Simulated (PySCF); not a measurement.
## Two-dimensional NMR puzzle

Compound of formula C4H9NOSi2. Correlations simulated from computed shifts and the bond graph:

HSQC (one-bond C–H):
| δH | δC |
| --- | --- |
| 7.49 | 142.5 |
| 7.27 | 134.1 |
| 2.38 | 11.9 |

COSY cross peaks (H two or three bonds apart, from the bond graph; peaks can be absent where the dihedral angle is near 90°):
| δH | δH |
| --- | --- |
| 7.49 | 7.27 |
| 4.16 | 3.87 |
| 4.16 | 2.38 |

HMBC (two and three bonds, from the bond graph):
| δH | δC |
| --- | --- |
| 7.49 | 172.3, 134.1 |
| 7.27 | 172.3, 142.5 |
| 4.16 | 172.3, 11.9 |
| 3.87 | 11.9 |
| 2.38 | 172.3 |

Carbons without hydrogens: δ 172.3.

All values are calculated (PySCF): geometry: GFN2-xTB, shieldings: GIAO PBE0/pcSseg-1. Fast rotation and ring inversion assumed for equivalent nuclei, a single conformation, no solvent model, non-relativistic Hamiltonian.

Referencing at the same level of theory: $^{1}$H (31.72 ppm), $^{13}$C (186.93 ppm) against TMS.

Exchangeable hydrogens are left out of these lists.

Question: Work out the connectivity.

Answer: `O1C(C[SiH2][SiH3])=NC=C1`.

Atoms are numbered as in `[SiH3:1][SiH2:2][CH2:3][c:4]1[n:5][cH:6][cH:7][o:8]1`. Each H is labelled by its parent atom.

- δC 172.3 is C4, a substituted aromatic carbon next to the ring oxygen.
- δC 142.5 is C7, an aromatic CH next to the ring oxygen (δH 7.49).
- δC 134.1 is C6, an aromatic CH next to a ring nitrogen (δH 7.27).
- δC 11.9 is C3, an sp3 CH2 bonded to Si, on an aromatic ring (δH 2.38).
- HMBC from δH 7.49 reaches the proton-free carbon C4.
- HMBC from δH 7.27 reaches the proton-free carbon C4.
- HMBC from δH 4.16 reaches the proton-free carbon C4.
- HMBC from δH 2.38 reaches the proton-free carbon C4.
- COSY links 7.49–7.27, 4.16–3.87, 4.16–2.38.

This is the structure that produced the data.

Shifts are as computed. Against solution values, carbons near 30 ppm lie about +3 ppm off and those near 130 ppm about +5 ppm. Of 1211 compounds with measured shifts, 218 miss one by over three times the rms of a fit or turn the order of signals round; such compounds aren't used in these exercises.
